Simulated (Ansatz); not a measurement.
Born–Oppenheimer molecular dynamics of a periodic cell of 20 atoms, HCl (contents 10 HCl, density as packed 1.48 g/cm³ with natural masses). It starts from a partly relaxed structure (largest force component 0.07 eV/Å).

Computed with DFT PBE, scalar-relativistic, plane waves, PAW in Ansatz. Settings: accuracy low, cutoff 420 eV, k mesh 1x1x1, fermi-dirac smearing 0.05 eV, no spin polarisation.

```yaml
ensemble: NVT, Langevin thermostat
time_step: 0.5 fs
steps_asked: 300
set_temperature: 350 K
friction: 0.02 /fs
seed: 892925
```

Frames 0.5 fs apart, positions in Å.

Velocities at 135.0 fs (Å/ps):

```
Cl 1.27 0.27 1.65
H -12.15 14.72 -5.86
Cl 1.17 -1.33 3.00
H -1.50 3.39 0.30
Cl -2.79 2.98 3.08
H -22.03 5.11 14.76
Cl 1.49 0.12 0.92
H -9.91 25.22 -14.61
Cl 0.72 -2.33 0.26
H 16.21 -5.34 10.71
Cl -2.71 6.33 -4.92
H -22.92 3.49 0.01
Cl 2.64 -0.47 -2.25
H 9.23 -0.44 30.83
Cl 0.92 -2.00 1.40
H 6.93 -30.52 1.24
Cl -5.01 -3.62 -0.10
H 29.69 -4.95 0.36
Cl 1.26 -4.24 1.69
H -28.93 -24.80 -18.04
```

```xyz
20
Lattice="7.4169 0.0000 0.0000 0.0000 7.4169 0.0000 0.0000 0.0000 7.4169" Properties=species:S:1:pos:R:3 time_fs=135.0 energy_less_start_eV=0.622 T=300
Cl 2.195 0.530 3.030
H 2.842 -0.594 3.532
Cl 0.600 3.901 2.701
H 0.230 4.299 1.448
Cl 5.238 2.020 2.772
H 6.382 2.662 2.704
Cl 3.190 1.930 -0.511
H 2.730 1.961 0.662
Cl 4.739 5.758 1.092
H 5.008 4.996 0.036
Cl 6.090 3.967 5.952
H 6.258 5.297 5.567
Cl 1.710 5.405 6.923
H 1.695 6.627 7.393
Cl 3.486 5.148 4.193
H 3.673 4.995 2.878
Cl 7.383 1.197 0.500
H 6.382 1.204 1.379
Cl 6.635 6.952 4.618
H 7.778 7.040 5.172
20
Lattice="7.4169 0.0000 0.0000 0.0000 7.4169 0.0000 0.0000 0.0000 7.4169" Properties=species:S:1:pos:R:3 time_fs=135.5 energy_less_start_eV=0.621 T=314
Cl 2.195 0.531 3.031
H 2.837 -0.586 3.528
Cl 0.600 3.900 2.703
H 0.230 4.302 1.450
Cl 5.237 2.022 2.774
H 6.372 2.666 2.713
Cl 3.191 1.930 -0.510
H 2.724 1.974 0.657
Cl 4.740 5.757 1.092
H 5.015 4.994 0.042
Cl 6.088 3.971 5.950
H 6.247 5.298 5.567
Cl 1.711 5.405 6.922
H 1.700 6.627 7.408
Cl 3.486 5.147 4.194
H 3.677 4.980 2.880
Cl 7.380 1.196 0.500
H 6.398 1.202 1.379
Cl 6.635 6.950 4.619
H 7.765 7.028 5.163
20
Lattice="7.4169 0.0000 0.0000 0.0000 7.4169 0.0000 0.0000 0.0000 7.4169" Properties=species:S:1:pos:R:3 time_fs=136.0 energy_less_start_eV=0.617 T=302
Cl 2.196 0.530 3.031
H 2.831 -0.576 3.523
Cl 0.601 3.899 2.704
H 0.231 4.304 1.456
Cl 5.235 2.023 2.776
H 6.364 2.671 2.723
Cl 3.192 1.929 -0.510
H 2.717 1.988 0.656
Cl 4.740 5.756 1.092
H 5.021 4.993 0.047
Cl 6.087 3.974 5.947
H 6.236 5.298 5.567
Cl 1.712 5.405 6.921
H 1.705 6.628 7.421
Cl 3.486 5.146 4.195
H 3.683 4.964 2.884
Cl 7.378 1.194 0.500
H 6.414 1.200 1.378
Cl 6.636 6.949 4.620
H 7.754 7.017 5.156
20
Lattice="7.4169 0.0000 0.0000 0.0000 7.4169 0.0000 0.0000 0.0000 7.4169" Properties=species:S:1:pos:R:3 time_fs=136.5 energy_less_start_eV=0.603 T=299
Cl 2.196 0.530 3.032
H 2.823 -0.563 3.518
Cl 0.602 3.898 2.705
H 0.233 4.305 1.465
Cl 5.234 2.025 2.777
H 6.358 2.675 2.734
Cl 3.192 1.929 -0.510
H 2.709 2.003 0.656
Cl 4.740 5.755 1.092
H 5.029 4.993 0.052
Cl 6.085 3.977 5.945
H 6.226 5.296 5.565
Cl 1.713 5.405 6.920
H 1.709 6.629 7.433
Cl 3.487 5.145 4.196
H 3.690 4.948 2.889
Cl 7.375 1.192 0.499
H 6.428 1.198 1.379
Cl 6.636 6.947 4.620
H 7.749 7.005 5.152
20
Lattice="7.4169 0.0000 0.0000 0.0000 7.4169 0.0000 0.0000 0.0000 7.4169" Properties=species:S:1:pos:R:3 time_fs=137.0 energy_less_start_eV=0.581 T=311
Cl 2.196 0.530 3.033
H 2.813 -0.548 3.512
Cl 0.602 3.897 2.707
H 0.237 4.305 1.477
Cl 5.232 2.026 2.779
H 6.353 2.678 2.745
Cl 3.193 1.928 -0.509
H 2.698 2.019 0.657
Cl 4.741 5.753 1.092
H 5.036 4.993 0.056
Cl 6.084 3.981 5.942
H 6.216 5.293 5.562
Cl 1.714 5.404 6.919
H 1.714 6.627 7.442
Cl 3.488 5.144 4.197
H 3.696 4.933 2.896
Cl 7.373 1.190 0.499
H 6.441 1.195 1.381
Cl 6.636 6.945 4.621
H 7.747 6.992 5.150
20
Lattice="7.4169 0.0000 0.0000 0.0000 7.4169 0.0000 0.0000 0.0000 7.4169" Properties=species:S:1:pos:R:3 time_fs=137.5 energy_less_start_eV=0.555 T=336
Cl 2.196 0.530 3.033
H 2.801 -0.533 3.506
Cl 0.602 3.897 2.708
H 0.241 4.305 1.491
Cl 5.230 2.027 2.780
H 6.348 2.683 2.757
Cl 3.193 1.927 -0.509
H 2.688 2.033 0.658
Cl 4.742 5.752 1.092
H 5.043 4.993 0.059
Cl 6.082 3.984 5.939
H 6.206 5.290 5.556
Cl 1.716 5.404 6.918
H 1.720 6.621 7.450
Cl 3.489 5.143 4.198
H 3.703 4.918 2.903
Cl 7.370 1.188 0.499
H 6.454 1.192 1.383
Cl 6.635 6.944 4.622
H 7.750 6.977 5.150
20
Lattice="7.4169 0.0000 0.0000 0.0000 7.4169 0.0000 0.0000 0.0000 7.4169" Properties=species:S:1:pos:R:3 time_fs=138.0 energy_less_start_eV=0.526 T=342
Cl 2.196 0.530 3.034
H 2.790 -0.517 3.501
Cl 0.602 3.896 2.710
H 0.248 4.305 1.505
Cl 5.228 2.028 2.781
H 6.343 2.688 2.769
Cl 3.193 1.926 -0.509
H 2.677 2.046 0.660
Cl 4.742 5.751 1.091
H 5.050 4.993 0.060
Cl 6.081 3.987 5.937
H 6.196 5.283 5.549
Cl 1.717 5.404 6.917
H 1.729 6.612 7.457
Cl 3.490 5.142 4.199
H 3.711 4.904 2.911
Cl 7.368 1.186 0.499
H 6.464 1.188 1.387
Cl 6.635 6.942 4.623
H 7.758 6.961 5.151
20
Lattice="7.4169 0.0000 0.0000 0.0000 7.4169 0.0000 0.0000 0.0000 7.4169" Properties=species:S:1:pos:R:3 time_fs=138.5 energy_less_start_eV=0.501 T=355
Cl 2.197 0.530 3.034
H 2.779 -0.505 3.498
Cl 0.602 3.895 2.711
H 0.254 4.303 1.519
Cl 5.226 2.029 2.783
H 6.339 2.694 2.784
Cl 3.193 1.925 -0.509
H 2.666 2.060 0.663
Cl 4.743 5.749 1.091
H 5.057 4.993 0.060
Cl 6.079 3.991 5.934
H 6.186 5.274 5.542
Cl 1.718 5.404 6.916
H 1.739 6.602 7.463
Cl 3.491 5.142 4.199
H 3.720 4.889 2.921
Cl 7.366 1.184 0.498
H 6.472 1.184 1.393
Cl 6.634 6.942 4.624
H 7.769 6.943 5.154
20
Lattice="7.4169 0.0000 0.0000 0.0000 7.4169 0.0000 0.0000 0.0000 7.4169" Properties=species:S:1:pos:R:3 time_fs=139.0 energy_less_start_eV=0.483 T=372
Cl 2.197 0.531 3.034
H 2.768 -0.496 3.497
Cl 0.602 3.894 2.712
H 0.260 4.301 1.532
Cl 5.224 2.029 2.785
H 6.336 2.701 2.799
Cl 3.194 1.924 -0.509
H 2.654 2.074 0.665
Cl 4.744 5.748 1.090
H 5.064 4.993 0.061
Cl 6.078 3.994 5.932
H 6.175 5.264 5.535
Cl 1.719 5.404 6.915
H 1.750 6.589 7.469
Cl 3.492 5.142 4.200
H 3.730 4.873 2.932
Cl 7.364 1.182 0.497
H 6.477 1.179 1.401
Cl 6.633 6.941 4.625
H 7.783 6.926 5.157
20
Lattice="7.4169 0.0000 0.0000 0.0000 7.4169 0.0000 0.0000 0.0000 7.4169" Properties=species:S:1:pos:R:3 time_fs=139.5 energy_less_start_eV=0.472 T=379
Cl 2.197 0.531 3.034
H 2.759 -0.489 3.498
Cl 0.603 3.893 2.713
H 0.266 4.297 1.544
Cl 5.221 2.030 2.787
H 6.333 2.707 2.814
Cl 3.194 1.923 -0.509
H 2.644 2.088 0.665
Cl 4.745 5.747 1.089
H 5.071 4.991 0.062
Cl 6.077 3.997 5.929
H 6.164 5.254 5.527
Cl 1.721 5.404 6.915
H 1.763 6.577 7.473
Cl 3.493 5.142 4.201
H 3.742 4.858 2.945
Cl 7.362 1.180 0.496
H 6.479 1.174 1.413
Cl 6.633 6.940 4.626
H 7.799 6.907 5.160
20
Lattice="7.4169 0.0000 0.0000 0.0000 7.4169 0.0000 0.0000 0.0000 7.4169" Properties=species:S:1:pos:R:3 time_fs=140.0 energy_less_start_eV=0.469 T=361
Cl 2.197 0.532 3.035
H 2.754 -0.485 3.501
Cl 0.603 3.892 2.715
H 0.270 4.293 1.554
Cl 5.219 2.030 2.790
H 6.332 2.713 2.829
Cl 3.194 1.922 -0.509
H 2.634 2.100 0.664
Cl 4.746 5.746 1.088
H 5.078 4.988 0.063
Cl 6.075 4.000 5.927
H 6.154 5.245 5.519
Cl 1.722 5.404 6.914
H 1.776 6.564 7.476
Cl 3.493 5.142 4.201
H 3.755 4.844 2.958
Cl 7.360 1.178 0.495
H 6.476 1.167 1.427
Cl 6.633 6.940 4.628
H 7.814 6.888 5.162
```

Of the whole run (150 fs, mean temperature of the second half 304 K): The mean temperature of the second half is 13 % below the set value. A run of 0.15 ps of so small a system gives no equilibrium averages. Limits of this set-up: coarse k mesh, low accuracy level.

The run took 14 min on 1 thread of Arm Neoverse N1 (shared host), peak memory 0.42 GiB.
